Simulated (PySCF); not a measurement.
**Circular dichroism: `CC(=O)[C@H]1[C@@H](N)[C@@H]1F`, C$_{5}$H$_{8}$FNO**

Geometry (Å), atoms numbered from 1 in this order:
```xyz
16

C     2.3779   -0.3668    0.2537
C     1.0760    0.2628   -0.1583
O     0.9888    1.4071   -0.5461
C    -0.1062   -0.6259   -0.0517
C    -1.4403   -0.0468    0.4168
N    -1.5095    1.2817    0.9137
C    -1.2436   -0.3852   -1.0251
F    -1.8642   -1.4813   -1.5413
H     2.5726   -1.2428   -0.3618
H     2.3101   -0.6901    1.2902
H     3.1905    0.3461    0.1440
H     0.0916   -1.6536    0.2207
H    -2.0604   -0.7345    0.9829
H    -0.8314    1.8746    0.4428
H    -2.4352    1.6734    0.7806
H    -1.1243    0.3903   -1.7726
```

The calculation used PySCF, TDDFT PBE0/def2-SVPD circular dichroism and optical rotation, one conformer, gas phase. Geometry: GFN2-xTB.

The molecule is flexible and this is one conformer; a measurement averages over conformers. States above about 6.8 eV lie in this functional's continuum (it starts at minus the energy of the highest occupied orbital, well below the true ionisation energy for most functionals) and depend on the basis.

Q: Assign R or S to each stereocentre.

A: C4 R, C5 R, C7 R.

Q: Which excitations and rotatory strengths does the calculation give?

A: Rotatory strengths R in 10⁻⁴⁰ esu² cm², velocity form and length form (origin at the centre of mass); f in length form.
```csv
state,E (eV),λ (nm),f,R (velocity),R (length),main
1,4.55,272,0.0002,+3.1,+3.2,HOMO−1→LUMO 0.93
2,4.75,261,0.003,+0.6,+0.6,HOMO→LUMO 0.94
3,6.32,196,0.012,+13.6,+13.6,"HOMO→LUMO+1 0.71, HOMO→LUMO+3 0.19"
4,6.67,186,0.010,-0.9,-0.2,"HOMO→LUMO+2 0.76, HOMO→LUMO+3 0.21"
5,6.90,180,0.002,-1.7,-1.3,"HOMO→LUMO+3 0.53, HOMO→LUMO+1 0.27"
6,6.92,179,0.167,+0.3,+0.6,HOMO−2→LUMO 0.93
7,7.23,171,0.004,-3.6,-2.8,HOMO−1→LUMO+1 0.94
8,7.33,169,0.013,-4.6,-4.6,HOMO→LUMO+4 0.90
9,7.61,163,0.027,+6.8,+6.7,HOMO−1→LUMO+2 0.94
10,7.68,161,0.019,-8.3,-8.4,HOMO−3→LUMO 0.93
11,7.90,157,0.003,+4.0,+3.7,"HOMO−1→LUMO+3 0.55, HOMO→LUMO+5 0.37"
12,7.92,157,0.002,-1.1,-3.3,"HOMO→LUMO+5 0.47, HOMO−1→LUMO+3 0.36"
```

Among the states computed, the strongest CD band (largest |R|) is state 3. The largest dissymmetry factor in size, g = 4R/(D+G), with D and G the electric and magnetic dipole strengths, is +0.12 for state 1 (velocity form, f = 0.0002), among bands with |R| over 0.5. The mirror image has the same energies and oscillator strengths and all R with the opposite sign.
